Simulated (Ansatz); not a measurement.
Reactions of C₂H₄BI, SMILES `C=CBI`.

Calculated with Ansatz (gas phase, PBE0-D4/def2-TZVP geometries, no zero-point term in ΔE). CBS: MP2 limit from def2 TZ/QZ plus the TZ coupled-cluster correction, frozen cores. This one scheme is used for every species. Double bonds are as drawn, so ΔE can hold a change between cis and trans. Functionals use def2-TZVPP. B3LYP here is the variant with VWN-RPA as its local correlation; programs differ in this. Elements past krypton have def2 core potentials. For Br, Ge, I, Se outer-core shells are correlated without core-valence functions, which leaves a few kJ/mol of doubt a bond. Scalar relativity is left out up to krypton. One conformer a species, not always the lowest.

```csv
reaction,B3LYP-D4 (kJ/mol),PBE0-D4 (kJ/mol),MP2/CBS(def2) (kJ/mol)
`C=CBI` + `BCCI` → `BBC=C` + `ICCI`,123,129,135
`C=CBI` + `[SiH3][SiH3]` → `C=CB[SiH2][SiH3]` + HI,87,85,104
`C=CBI` + `[SiH3]S` → `C=C[SiH2]S` + `BI`,29,29,27
`C=CBI` + `C=C/C(F)=C\F` → `C=CBC=C` + `F/C=C(/F)I`,111,118,117
`C=CBI` + H₂O → `BC=C` + `OI`,218,236,251
`C=CBI` + `O[SiH](F)[SiH2][SiH3]` → `C=CB[SiH2][SiH3]` + `O[SiH](F)I`,-4,-3,-6
`C=CBI` + `B[Se]CF` → `FCBI` + `B[Se]C=C`,20,18,20
`C=CBI` + GeH₄ → `BI` + `C=[CH][GeH3]`,53,54,47
`C=CBI` + `C=NC` → `C=NBI` + `C=CC`,-109,-108,-102
`C=CBI` + `CC(=N)CBr` → `C=CBBr` + `CC(=N)CI`,-26,-24,-29
```

Task: Give the CCSD(T)/CBS values in the same order. (An estimate is asked.)

Result: Ansatz gave: 128, 93, 26, 114, 234, -4, 20, 46, -99, -28 kJ/mol.

Largest T1 diagnostic: 0.013, for `C=CB[SiH2][SiH3]`.
